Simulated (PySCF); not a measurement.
## Excitation energy of Te+ by level of theory

Te+ [Kr] 4d10 5s2 5p3 (4S) → Te+ [Kr] 4d10 5s2 5p2 5d1 (high-spin determinant), as a difference of total energies. Calculation: PySCF 2.14, in aug-cc-pwCVTZ-PP with ECP28MDF; scalar relativity through the core potential. Correlated levels: valence: 4s2 4p6 4d10 frozen. The calculations carry no spin-orbit coupling.

```tsv
method	excitation energy (eV)
UHF	11.170
MP2 (valence)	11.040
SCS-MP2 (valence)	11.030
CCSD (valence)	11.103
CCSD(T) (valence)	10.776
```

Task: How much does correlation contribute at CCSD(T) (valence)?

Result: 10.776 − (11.170) = -0.394 eV, measured against UHF.

The promoted electron is Rydberg-like, and one or two diffuse shells describe it only roughly, which tends to raise the upper state.

The coupled-cluster amplitudes are large for the upper state (T1 above 0.03 or a double amplitude above 0.15), so a single reference is strained.

The determinant of the upper state mixes LS terms, which raises its energy above the lowest term, most at the Hartree-Fock and MP2 levels.
